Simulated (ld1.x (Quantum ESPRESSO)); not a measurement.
What one change does to a pseudopotential (gold, TM)

Au, norm-conserving Troullier–Martins (Kleinman–Bylander form), made with ld1.x (Quantum ESPRESSO) 7.5 (BLYP, fully relativistic). Core [Kr] 4d10 4f14, reference 5s2 5p6 5d8 6s0 6p0 (charge +3). Waves: 5p (bound): rc 1.50 bohr; 5d (bound): rc 1.25 bohr; 5s (bound): rc 0.90 bohr. Local part: the s channel. Core correction: Bessel-smoothed model core inside 0.50 bohr.

Open shells are filled in proportion to 2j + 1 (rel_dist='average').

Change: wave 5p (bound): rc 1.50 bohr becomes 5p (bound): rc 2.08 bohr.

Cutoffs: the cutoffs (Ry, on a coarse ladder) from which the occupation-weighted sum of valence levels, in a spherical-Bessel basis at the reference potential, stays within 10 and 1 mRy of its value at 400 Ry; they do not see the model core or the augmentation charge, which bear on the density cutoff. Errors are all-electron minus pseudo energies relative to the spin-unpolarised reference configuration.

What does the change do?

A bound ghost appears in p, which as a rule spoils a file; the number of tests that count goes from 7 to 6; of the 6 tests that both files solve, the error grows in 3 and shrinks in 0 by more than 15 % and 0.3 meV (median size 35.6 → 38.5 meV). More of the atom is replaced by a form fitted at one configuration, so other configurations suffer.

```csv
quantity,base,changed
"cutoffs, loose and tight",not determined,"140 Ry, 260 Ry"
bound ghosts,none,p1/2
"tests counted (converged, no solver errors)",7 of 7,6 of 7
"error for 5s2 5p6 5d10 6s1 6p0, meV [ΔE -64.37 eV]",+123,+126
"error for 5s2 5p6 5d10 6s0 6p0, meV [ΔE -54.89 eV]",+2.0,+5.0
"error for 5s2 5p6 5d9 6s0 6p0, meV [ΔE -33.76 eV]",+0.4,+1.5
"error for 5s2 5p6 5d7 6s0 6p0, meV [ΔE 47.55 eV]",+0.7,+3.0
"error for 5s2 5p6 5d10 6s0.5 6p0, meV [ΔE -60.58 eV]",+69,+72
"error for 5s2 5p6 5d9 6s1 6p0, meV [ΔE -52.35 eV]",+167,+168
```

Base: These tests converged, but a pseudo level misses the all-electron one widely, so the file describes the atom poorly there or has found another state: 5s2 5p6 5d9 6s0 6p0: empty 6p by 2.2 eV; 5s2 5p6 5d7 6s0 6p0: empty 6p by 7.4 eV. Changed file: Tests not counted: 5s2 5p6 5d10 6s0 6p1 (solver errors, printed error -217 meV). A true bound ghost makes a file unfit for plane-wave use even where its test errors are small: the radial tests pick states by their node count and pass the ghost by.
